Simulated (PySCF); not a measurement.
# Electron correlation in I (iodine, neutral)

[Kr] 4d10 5s1 5p5 6s1, high-spin 4P determinant (an excited configuration). Calculation: PySCF 2.14, in dyall-av2z; the non-relativistic Hamiltonian (point nucleus). Frozen: [Kr] 4d10; 7 electrons correlated; the 62 highest virtual orbitals of each spin left out.

```
  level  correlation energy (mhartree)
   CCSD                        -168.02
    (T)                          -9.75
CCSD(T)                        -177.77
```

Diagnostics: T1 = 0.019, D1 = 0.0548, largest double amplitude 0.214.

A non-relativistic calculation at this Z misses sizeable relativistic shifts. The outer electron is Rydberg-like, and this basis confines it to a smaller radius and binds it less than a complete one would. A double-excitation amplitude exceeds 0.15, a sign of near-degeneracy.

Cost of the coupled-cluster step: about 10 core-seconds, for 7 correlated electrons.
